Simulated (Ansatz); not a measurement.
`[F][AlH][SeH]` + `CN[BH][AlH2]` → `[AlH2][AlH][SeH]` + `CNBF`  (redistribution)

Computed with Ansatz on PBE0-D4/def2-TZVP structures; ΔE is electronic, products minus reactants. CCSD(T)/CBS adds triple-zeta CCSD(T) − MP2 to the extrapolated MP2 energy (def2 sets, frozen cores). This one scheme is used for every species. Functionals use def2-TZVPP. HSE06 is defined as in plane-wave codes. For Se outer-core shells are correlated without core-valence functions, which leaves a few kJ/mol of doubt a bond. Scalar relativity is left out up to krypton. Each species was taken in one conformer, which may not be the lowest.

Problem. Is it downhill or uphill in electronic energy at CCSD(T)/CBS, and by how much? (Best estimate.)

Solution. Computed: Uphill: ΔE = +17.4 kJ/mol.

Problem. What do these levels give: BLYP-D4, B97M-V, PBE0-D4, r2SCANh-D4, HSE06-D4, PBE-QIDH, revPBE, PBE0, BHLYP, LC-ωPBE, SCS-MP2/def2-TZVPP, HF/def2-QZVPP? (An estimate is asked.)

Solution. The calculation gave: BLYP-D4 16.5, B97M-V 10.8, PBE0-D4 2.3, r2SCANh-D4 9.8, HSE06-D4 1.6, PBE-QIDH 7.0, revPBE 5.1, PBE0 1.5, BHLYP 6.5, LC-ωPBE 10.3, SCS-MP2/def2-TZVPP 18.2, HF/def2-QZVPP -2.0 kJ/mol.

Largest T1 diagnostic among the species: 0.014.

From PBE to PBE0 (25 % exact exchange), in def2-TZVPP and without D4, ΔE moves by −3.2 kJ/mol. In def2-TZVPP, CCSD(T) changes the Hartree–Fock value by +17.4 kJ/mol (the triples alone add +2.2 kJ/mol) and MP2 by +25.1 kJ/mol. Leaving LDA and LC-ωPBE aside and taking each functional with its dispersion term where it has one, the values, not all of them listed here, spread over 16.5 kJ/mol, from HSE06-D4 to ωB97M-V. LDA lies −4.2 kJ/mol from PBE without D4.
